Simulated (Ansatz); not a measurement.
Compare A (`[NH2][GeH2][SiH2]Cl`) with its isomer B (`N[SiH](Cl)[GeH3]`).

Isolated molecules relaxed with PBE0-D4/def2-TZVP in Ansatz; ΔE leaves out vibrations. CBS: MP2 limit from def2 TZ/QZ plus the TZ coupled-cluster correction, frozen cores. DFT in def2-TZVPP. B3LYP here is the variant with VWN-RPA as its local correlation; programs differ in this. For Ge outer-core shells are correlated without core-valence functions, which leaves a few kJ/mol of doubt a bond. Scalar relativity is left out up to krypton. One conformer a species, not always the lowest.

(1) Which is lower in electronic energy at CCSD(T)/CBS, and by how much? (An estimate is asked.)

(2) Give E(B) − E(A) in kJ/mol with MP2/def2-TZVPP, HF/def2-TZVPP, r2SCAN-D4, B3LYP-D4, ωB97M-V, CCSD(T)/def2-TZVPP, B2PLYP. (Estimate.)

Largest T1 diagnostic: 0.011.

Results:

(1) The calculation gave: B, by 70.8 kJ/mol.

(2) Ansatz gave: MP2/def2-TZVPP -69.5, HF/def2-TZVPP -66.9, r2SCAN-D4 -74.1, B3LYP-D4 -72.0, ωB97M-V -73.8, CCSD(T)/def2-TZVPP -67.7, B2PLYP -70.1. None reverses the order clearly.
